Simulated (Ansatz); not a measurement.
K₂Na₆⁺, relaxed as a doublet with UKS PBE0/def2-SVP in Ansatz, starting from the GFN1-xTB geometry. Force threshold 0.02 eV/Å.

Another isomer (doublet) lies 0.06 eV lower at PBE0/def2-TZVP; other spin states weren't run for this one.

Start:

```
atom    x (Å)    y (Å)    z (Å)
 Na1   1.6606   1.6715   0.9458
 Na2   0.5129   0.1283  -4.1566
 Na3  -1.5311  -3.6101   0.7102
 Na4   3.0053   1.8174  -2.7910
 Na5   0.6112  -0.2753   2.5338
 Na6  -0.5255  -0.0703  -0.2972
  K7  -2.8703   0.9650   1.9086
  K8  -0.8631  -0.6265   1.1465
```

```json
{"step": "1", "energy (eV)": "-59090.7296", "largest force component (eV/Å)": "24.294", "SCF passes": "99"}
{"step": "2", "energy (eV)": "-59096.9138", "largest force component (eV/Å)": "8.193", "SCF passes": "68"}
{"step": "3", "energy (eV)": "-59099.9333", "largest force component (eV/Å)": "3.384", "SCF passes": "51"}
{"step": "4", "energy (eV)": "-59101.3834", "largest force component (eV/Å)": "1.774", "SCF passes": "45"}
{"step": "5", "energy (eV)": "-59102.3158", "largest force component (eV/Å)": "0.893", "SCF passes": "43"}
{"step": "6", "energy (eV)": "-59102.8648", "largest force component (eV/Å)": "0.595", "SCF passes": "42"}
{"step": "7", "energy (eV)": "-59103.1976", "largest force component (eV/Å)": "0.537", "SCF passes": "42"}
{"step": "8", "energy (eV)": "-59103.4007", "largest force component (eV/Å)": "0.421", "SCF passes": "37"}
{"step": "9", "energy (eV)": "-59103.5408", "largest force component (eV/Å)": "0.283", "SCF passes": "37"}
{"step": "10", "energy (eV)": "-59103.6420", "largest force component (eV/Å)": "0.163", "SCF passes": "33"}
{"step": "11", "energy (eV)": "-59103.7232", "largest force component (eV/Å)": "0.086", "SCF passes": "32"}
{"step": "13", "energy (eV)": "-59103.8962", "largest force component (eV/Å)": "0.100", "SCF passes": "37"}
{"step": "15", "energy (eV)": "-59104.0668", "largest force component (eV/Å)": "0.091", "SCF passes": "35"}
{"step": "17", "energy (eV)": "-59104.1908", "largest force component (eV/Å)": "0.115", "SCF passes": "34"}
{"step": "19", "energy (eV)": "-59104.3106", "largest force component (eV/Å)": "0.141", "SCF passes": "36"}
{"step": "21", "energy (eV)": "-59104.4285", "largest force component (eV/Å)": "0.149", "SCF passes": "39"}
{"step": "23", "energy (eV)": "-59104.5417", "largest force component (eV/Å)": "0.126", "SCF passes": "38"}
{"step": "25", "energy (eV)": "-59104.6654", "largest force component (eV/Å)": "0.107", "SCF passes": "33"}
{"step": "27", "energy (eV)": "-59104.7916", "largest force component (eV/Å)": "0.082", "SCF passes": "33"}
{"step": "29", "energy (eV)": "-59104.8686", "largest force component (eV/Å)": "0.042", "SCF passes": "38"}
{"step": "31", "energy (eV)": "-59104.8995", "largest force component (eV/Å)": "0.017", "SCF passes": "41"}
{"step": "33", "energy (eV)": "-59104.9025", "largest force component (eV/Å)": "0.007", "SCF passes": "35"}
{"step": "35", "energy (eV)": "-59104.9028", "largest force component (eV/Å)": "0.002", "SCF passes": "28"}
```

Force components are those of the run's own axes.

End:

```xyz
8

Na    1.585    2.953    0.365
Na    0.046   -0.858   -3.768
Na    0.461   -2.745   -0.685
Na    2.625    0.091   -1.393
Na    0.986   -0.331    1.978
Na   -0.896    0.559   -0.729
K    -2.005    2.503    2.554
K    -2.802   -2.173    1.677
```

Bonds lost: Na1–K8 (atoms count from 1). Bonds formed: Na2–Na3, Na3–Na4, Na3–Na5, Na4–Na5, Na4–Na6 (atoms count from 1). Metal–metal contacts that move far: K7–K8 2.67 to 4.82 Å, Na2–Na6 4.00 to 3.48 Å.

The force fell under the threshold at step 31, but the optimiser went on and released 0.003 eV more. No frequencies were taken in this run, so the end may be a saddle point.

Run time 5.1 min (4 threads of Arm Neoverse V1 on a shared host), peak host memory 0.78 GiB.
